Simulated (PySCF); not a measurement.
C5H3Br, SMILES C#CC(Br)=C=C.

Geometry optimised at PBE0-D3(BJ)/def2-SVP. The structure was generated by enumeration, and PubChem lists no compound with its InChIKey, so it may never have been made.

Method: TDDFT-PBE0/def2-SVPD run with PySCF.

Vertical excitations.  State labels are in the subgroup Cs.

Q: Give excitation energies, oscillator strengths and character. (Estimate from the structure and the level; the computed values follow.)

A: 
```csv
state,symmetry,energy (eV),λ (nm),f,main pairs
S1,A",3.99,311,0.000,HOMO→LUMO 99 %
S2,A',5.08,244,0.015,"HOMO−1→LUMO 63 %, HOMO→LUMO+1 33 %"
S3,A",5.27,235,0.000,HOMO−1→LUMO+1 90 %
S4,A",5.49,226,0.000,HOMO−2→LUMO 93 %
S5,A',5.54,224,0.217,"HOMO→LUMO+1 49 %, HOMO−4→LUMO 27 %, HOMO−1→LUMO 20 %"
S6,A",5.77,215,0.000,HOMO−3→LUMO+1 96 %
S7,A',5.84,212,0.008,"HOMO−2→LUMO+1 44 %, HOMO−3→LUMO 32 %, HOMO−4→LUMO 17 %"
S8,A",6.16,201,0.001,"HOMO→LUMO+2 48 %, HOMO→LUMO+3 26 %, HOMO−4→LUMO+1 15 %"
S9,A",6.28,197,0.000,"HOMO−4→LUMO+1 76 %, HOMO→LUMO+2 13 %"
S10,A',6.49,191,0.376,"HOMO−3→LUMO 49 %, HOMO−4→LUMO 30 %"
T1,A',3.39,366,0,HOMO→LUMO+1 92 %
T2,A",3.63,341,0,HOMO→LUMO 97 %
T3,A',4.11,302,0,"HOMO−1→LUMO 57 %, HOMO−3→LUMO 22 %"
T4,A',4.68,265,0,"HOMO−3→LUMO 45 %, HOMO−1→LUMO 29 %"
```
Triplets are in the Tamm–Dancoff approximation, which puts them higher than full response would, so one can lie above its singlet here.
